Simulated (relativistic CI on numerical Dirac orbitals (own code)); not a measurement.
**W4+: 5p photoemission**

Computed with this model: Dirac-Coulomb-Breit CI, separate exchange-only KLI orbitals for each configuration, a model potential for QED, valence Slater integrals scaled by 0.9, multiplet model of photoemission in the sudden approximation; configurations [Xe] 4f14 5d2 → [Kr] 4d10 4f14 5s2 5p5 5d2; 300 K; Lorentzian 1.05 eV and Gaussian 0.6 eV FWHM. Energies are those of the free ion, without screening or charge transfer. The energies are binding energies and can lie tens of eV above those of solids. S is read from ⟨S²⟩ = S(S + 1).

Field parameters in Wybourne normalisation: D3d B²₀ = −7Dσ, B⁴₀ = −14Dq − 21Dτ, B⁴₃ = −14√(10/7) Dq. The field is a parameter set, without covalency.

Computed curve for free ion, scaled to 100 at the maximum (points under 2 are left out and the grid is thinned):

(Energy (eV), Intensity): (83.2, 2.1), (84.0, 2.8), (84.6, 3.7), (85.4, 6.0), (86.0, 9.7), (86.8, 24.9), (87.4, 55.3), (88.2, 68.9), (88.8, 80.1), (89.6, 96.1), (90.2, 60.4), (91.0, 33.3), (91.6, 19.4), (92.4, 13.2), (93.2, 8.4), (93.8, 9.3), (94.6, 19.2), (95.2, 20.6), (96.0, 10.8), (96.6, 10.9), (97.4, 13.2), (98.0, 7.0), (98.8, 4.2), (99.4, 4.3), (100.2, 6.9), (100.8, 13.4), (101.6, 38.3), (102.4, 25.8), (103.0, 11.4), (103.8, 5.8), (104.4, 3.6), (105.2, 2.7), (105.8, 2.7), (106.6, 3.9), (107.2, 6.3), (108.0, 20.0), (108.6, 28.0), (109.4, 9.7), (110.0, 4.2), (110.8, 2.0)

The ground state has S = 0.95, and the centroid lies at 93.68 eV.
